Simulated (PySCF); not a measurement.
H₄O₄Ti, charge +1, multiplicity 2. Atoms are numbered in the order given.

```xyz
9

Ti     0.0945     0.0738     0.0600
O      1.1830     0.9256    -0.9663
H      1.5555     1.7199    -1.3766
O     -1.1014     1.0432     0.8417
H     -1.6025     1.4085     1.5856
O     -1.1850    -1.0445    -1.2105
H     -1.6469    -1.8832    -0.9732
O      0.8494    -1.0948     1.0843
H      1.6467    -1.5055     1.4498
```
Charge +1, spin multiplicity 2.

Geometry optimised at ωB97X-D3(BJ)/def2-SVP. The spin state was assumed, not searched. The isomer is the one that the SMILES or the coordinates give; other isomers of the formula were not compared. The values are those of a single conformer.

The numbers are results of B3LYP/def2-TZVP run with PySCF, not measurements.

Isolated molecule, no solvent.

```
Property                                                           Result
------------------------------------------------  -----------------------
total energy                                          -1152.77406 hartree
α spin, highest occupied and lowest empty level       -14.27 and -7.29 eV
β spin, highest occupied and lowest empty level      -14.23 and -11.99 eV
dipole moment about the centre of nuclear charge                   1.53 D
mean static polarisability                           50.3 bohr³ (7.46 Å³)
polarisability, principal values                   47.3, 49.9, 53.8 bohr³
⟨S²⟩                                              0.756 (pure state 0.75)
```
